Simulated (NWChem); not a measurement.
System meant: C2F5, doublet; SMILES F[C](C(F)(F)F)F

The following NWChem deck was run.

```
start job
memory heap 200 mb stack 900 mb global 1100 mb
geometry units angstroms noautoz
  F      0.029682    -1.501110    -1.089951
  C     -0.337152    -0.871730     0.000000
  F      0.029682    -1.501110     1.089951
  C     -0.028315     0.607491     0.000000
  F      1.287310     0.834702     0.000000
  F     -0.545526     1.171829     1.081741
  F     -0.545526     1.171829    -1.081741
end
basis spherical
  * library def2-svp
end
dft
  odft
  mult 3
  xc xpbe96 cpbe96
  iterations 150
  mulliken
end
task dft energy
```

End of the output:

```
 Summary of "ao basis" -> "" (spherical)
 ------------------------------------------------------------------------------
       Tag                 Description            Shells   Functions and Types
 ---------------- ------------------------------  ------  ---------------------
 *                          def2-svp                  on all atoms

  pbe96 is a nonlocal functional; adding pw91lda local functional.

                                 NWChem DFT Module
                                 -----------------

 Summary of "ao basis" -> "ao basis" (spherical)
 ------------------------------------------------------------------------------
       Tag                 Description            Shells   Functions and Types
 ---------------- ------------------------------  ------  ---------------------
 F                          def2-svp                 6       14   3s2p1d
 C                          def2-svp                 6       14   3s2p1d

 Summary of "ao basis" -> "ao basis" (spherical)
 ------------------------------------------------------------------------------
       Tag                 Description            Shells   Functions and Types
 ---------------- ------------------------------  ------  ---------------------
 F                          def2-svp                 6       14   3s2p1d
 C                          def2-svp                 6       14   3s2p1d

      Symmetry analysis of basis
      --------------------------

        a'         58
        a"         40

  number of electrons :                   57
  multiplicity        :                    3
 ------------------------------------------------------------------------
  no. of electrons and multiplicity not compatible                  57
 ------------------------------------------------------------------------
 ------------------------------------------------------------------------
  current input line :
    22: task dft energy
 ------------------------------------------------------------------------
 ------------------------------------------------------------------------
 There is an error in the input file
 ------------------------------------------------------------------------
 For more information see the NWChem manual at https://nwchemgit.github.io

0: no. of electrons and multiplicity not compatible:Received an Error in Communication
```

Problem. Can this run be used? If not, why, and what is the fix?

Solution. The program refused the input. Cause: the multiplicity doesn't fit the number of electrons (an even count wants an odd multiplicity, and the reverse). This input runs:
```
start job
memory heap 200 mb stack 900 mb global 1100 mb
geometry units angstroms noautoz
  F      0.029682    -1.501110    -1.089951
  C     -0.337152    -0.871730     0.000000
  F      0.029682    -1.501110     1.089951
  C     -0.028315     0.607491     0.000000
  F      1.287310     0.834702     0.000000
  F     -0.545526     1.171829     1.081741
  F     -0.545526     1.171829    -1.081741
end
basis spherical
  F library def2-svp
  C library def2-svp
end
dft
  odft
  mult 2
  xc xpbe96 cpbe96
  iterations 150
  mulliken
end
task dft energy
```
It converges to -574.37002 Ha (PBE/def2-SVP, spin-unrestricted).
